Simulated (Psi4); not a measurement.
CH₃O (SMILES C[O]), doublet, geometry from GFN2-xTB; BLYP/6-31G* in Psi4.

Here is a job for Psi4.
```
memory 2 GB

molecule mol {
0 2
  C     0.007376   -0.542581   -0.035516
  O    -0.023996    0.767211    0.026174
  H     1.056498   -0.912751    0.044622
  H    -0.435222   -0.988122    0.886279
  H    -0.473558   -0.981330   -0.927194
}

set basis 6-31g*
set reference uks

energy('blyp')
print_variables()
```

What does Psi4 print? Leave out banner, timings and long lists.


```
   => Loading Basis Set <=

    Name: 6-31G*
    Role: ORBITAL
    Keyword: BASIS

         ---------------------------------------------------------
                                   SCF
               by Justin Turney, Rob Parrish, Andy Simmonett
                          and Daniel G. A. Smith
                              UKS Reference
         ---------------------------------------------------------

  ==> Geometry <==

    Molecular point group: c1
    Full point group: C1

    Geometry (in Angstrom), charge = 0, multiplicity = 2:

       Center              X                  Y                   Z               Mass
    ------------   -----------------  -----------------  -----------------  -----------------
         C            0.012096685840    -0.634647227001    -0.035393327695    12.000000000000
         O           -0.019275314160     0.675144772999     0.026296672305    15.994914619570
         H            1.061218685840    -1.004817227001     0.044744672305     1.007825032230
         H           -0.430501314160    -1.080188227001     0.886401672305     1.007825032230
         H           -0.468837314160    -1.073396227001    -0.927071327695     1.007825032230

  Running in c1 symmetry.

  Rotational constants: A =      5.26082  B =      0.99205  C =      0.97811 [cm^-1]
  Rotational constants: A = 157715.36900  B =  29740.84510  C =  29323.10964 [MHz]
  Nuclear repulsion =   35.139122497833974

  Charge       = 0
  Multiplicity = 2
  Electrons    = 17
  Nalpha       = 9
  Nbeta        = 8

  ==> Algorithm <==

  SCF Algorithm Type is DF.
  DIIS enabled.
  MOM disabled.
  Fractional occupation disabled.
  Guess Type is SAD.
  Energy threshold   = 1.00e-06
  Density threshold  = 1.00e-06
  Integral threshold = 1.00e-12

  ==> Primary Basis <==

  Basis Set: 6-31G*
    Blend: 6-31G*
    Number of shells: 18
    Number of basis functions: 36
    Number of Cartesian functions: 36
    Spherical Harmonics?: false
    Max angular momentum: 2

  ==> DFT Potential <==

   => LibXC <=

    Version 7.1.2
    S. Lehtola, C. Steigemann, M. J. T. Oliveira, and M. A. L. Marques,  SoftwareX 7, 1–5 (2018) (10.1016/j.softx.2017.11.002)

   => Composite Functional: BLYP <=

    BLYP GGA Exchange-Correlation Functional

    P.J. Stephens et. al., J. Phys. Chem., 98, 11623-11627, 1994
    B. Miehlich et. al., Chem. Phys. Lett., 157(3), 200-206 1989

    Deriv               =              1
    GGA                 =           TRUE
    Meta                =          FALSE

    Exchange Hybrid     =          FALSE
    MP2 Hybrid          =          FALSE

   => Exchange Functionals <=

    1.0000     XC_GGA_X_B88

   => Correlation Functionals <=

    1.0000     XC_GGA_C_LYP

   => LibXC Density Thresholds  <==

    XC_GGA_C_LYP:  1.00E-14
    XC_GGA_X_B88:  1.00E-15

   => Molecular Quadrature <=

    Radial Scheme          =       TREUTLER
    Pruning Scheme         =           NONE
    Nuclear Scheme         =       TREUTLER

    Blocking Scheme        =         OCTREE
    BS radius alpha        =              1
    Pruning alpha          =              1
    Radial Points          =             75
    Spherical Points       =            302
    Total Points           =         108507
    Total Blocks           =            886
    Max Points             =            256
    Max Functions          =             36
    Weights Tolerance      =       1.00E-15

   => Loading Basis Set <=

    Name: (6-31G* AUX)
    Role: JKFIT
    Keyword: DF_BASIS_SCF

  ==> Integral Setup <==

  SCF_SUBTYPE=INCORE selected. In-core MEM_DF algorithm will be used.
  Using in-core AOs.

  ==> MemDFJK: Density-Fitted J/K Matrices <==

    J tasked:                   Yes
    K tasked:                    No
    wK tasked:                   No
    Algorithm:                 Core
    Schwarz Cutoff:           1E-12
    Mask sparsity (%):       0.0000
    Fitting Condition:        1E-10

   => Auxiliary Basis Set <=

  Basis Set: (6-31G* AUX)
[...]
    Using symmetric orthogonalization.

  ==> Pre-Iterations <==

  SCF Guess: Superposition of Atomic Densities via on-the-fly atomic UHF (no occupation information).

   -------------------------
    Irrep   Nso     Nmo
   -------------------------
     A         36      36
   -------------------------
    Total      36      36
   -------------------------

  ==> Iterations <==

                           Total Energy        Delta E     RMS |[F,P]|

   @DF-UKS iter SAD:  -114.65585775849449   -1.14656e+02   0.00000e+00
   @DF-UKS iter   1:  -114.84820078314975   -1.92343e-01   1.57293e-02 DIIS/ADIIS
   @DF-UKS iter   2:  -114.68936196222663    1.58839e-01   2.21439e-02 DIIS/ADIIS
   @DF-UKS iter   3:  -115.00179948184464   -3.12438e-01   3.34400e-03 DIIS/ADIIS
   @DF-UKS iter   4:  -115.00702847068369   -5.22899e-03   1.65480e-03 DIIS/ADIIS
   @DF-UKS iter   5:  -115.00845472425621   -1.42625e-03   1.89253e-04 DIIS/ADIIS
   @DF-UKS iter   6:  -115.00847989924178   -2.51750e-05   2.32970e-05 DIIS
   @DF-UKS iter   7:  -115.00848041086981   -5.11628e-07   6.16658e-06 DIIS
   @DF-UKS iter   8:  -115.00848044536026   -3.44905e-08   1.96428e-06 DIIS
   @DF-UKS iter   9:  -115.00848044889577   -3.53550e-09   3.17853e-07 DIIS
  Energy and wave function converged.

  ==> Post-Iterations <==

   Electrons on quadrature grid:
      Nalpha   =    8.9999994799 ; deviation = -5.201e-07
      Nbeta    =    7.9999997484 ; deviation = -2.516e-07
      Ntotal   =   16.9999992283 ; deviation = -7.717e-07

   @Spin Contamination Metric:   2.278857972E-03
   @S^2 Expected:                7.500000000E-01
   @S^2 Observed:                7.522788580E-01
   @S   Expected:                5.000000000E-01
   @S   Observed:                5.000000000E-01

    Orbital Energies [Eh]
    ---------------------

    Alpha Occupied:

[...]
    Alpha Virtual:

[...]
    Beta Occupied:

[...]
    Beta Virtual:

[...]
      36A      4.081311

    Final Occupation by Irrep:
              A
    DOCC [     8 ]
    SOCC [     1 ]
    NA   [     9 ]
    NB   [     8 ]

  @DF-UKS Final Energy:  -115.00848044889577

   => Energetics <=

    Nuclear Repulsion Energy =             35.1391224978339736
    One-Electron Energy =                -225.8496279769097157
    Two-Electron Energy =                  90.7506170704992314
    DFT Exchange-Correlation Energy =     -15.0485920403192459
    Empirical Dispersion Energy =           0.0000000000000000
    VV10 Nonlocal Energy =                  0.0000000000000000
    Total Energy =                       -115.0084804488957673

  UHF NO Occupations:
  HONO-2 :    7  A 1.9996735
  HONO-1 :    8  A 1.9994960
  HONO-0 :    9  A 1.0000000
  LUNO+0 :   10  A 0.0005040
  LUNO+1 :   11  A 0.0003265
  LUNO+2 :   12  A 0.0001262
  LUNO+3 :   13  A 0.0000966

Computation Completed

Properties will be evaluated at   0.000000,   0.000000,   0.000000 [a0]

Properties computed using the SCF density matrix

 Multipole Moments:

 ------------------------------------------------------------------------------------
     Multipole            Electronic (a.u.)      Nuclear  (a.u.)        Total (a.u.)
 ------------------------------------------------------------------------------------

 L = 1.  Multiply by 2.5417464519 to convert [e a0] to [Debye]
 Dipole X            :         -0.0683891            0.1516650            0.0832759
 Dipole Y            :          2.1894196           -2.9576611           -0.7682415
 Dipole Z            :          0.0748524            0.0039466            0.0787990
 Magnitude           :                                                    0.7767491

 ------------------------------------------------------------------------------------

  Variable Map:
  ----------------------------------------------------------------------------
[...]
  Array Variable Map:
  ----------------------------------------------------------------------------
[...]
[...]
```
